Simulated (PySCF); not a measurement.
PySCF 2.14 output of an unrestricted PBEsol calculation on a single atom or ion in aug-cc-pwCVDZ (6s5p3d, 36 functions), with the non-relativistic Hamiltonian (point nucleus):

```
SCF conv_tol = 1e-09
number electrons alpha = 8  beta = 6
    J. P. Perdew, A. Ruzsinszky, G. I. Csonka, O. A. Vydrov, G. E. Scuseria, L. A. Constantin, X. Zhou, and K. Burke.,  Phys. Rev. Lett. 100, 136406 (2008)
    J. P. Perdew, A. Ruzsinszky, G. I. Csonka, O. A. Vydrov, G. E. Scuseria, L. A. Constantin, X. Zhou, and K. Burke.,  Phys. Rev. Lett. 100, 136406 (2008)
cycle= 1 E= -456.462104612752  delta_E= -0.00744  |g|= 0.0215  |ddm|= 0.249
cycle= 2 E= -456.462148958023  delta_E= -4.43e-05  |g|= 0.00577  |ddm|= 0.0196
cycle= 3 E= -456.462150976309  delta_E= -2.02e-06  |g|= 0.000512  |ddm|= 0.00185
cycle= 4 E= -456.462151034631  delta_E= -5.83e-08  |g|= 6.59e-05  |ddm|= 0.000873
cycle= 5 E= -456.462151035563  delta_E= -9.32e-10  |g|= 2.37e-06  |ddm|= 0.00017
converged SCF energy = -456.462151035563  <S^2> = 2.0020155  2S+1 = 3.0013434
```

The run itself started from symmetry-adapted Hartree-Fock orbitals and held the occupation by maximum overlap, on a logarithmic radial grid, so the iterations belong to that start.

Problem. Which element, charge and spin multiplicity is this?

Solution. Cl³⁺ (chlorine, charge +3), multiplicity 3; the state was [Ne] 3s2 3p2, high-spin 3P determinant.
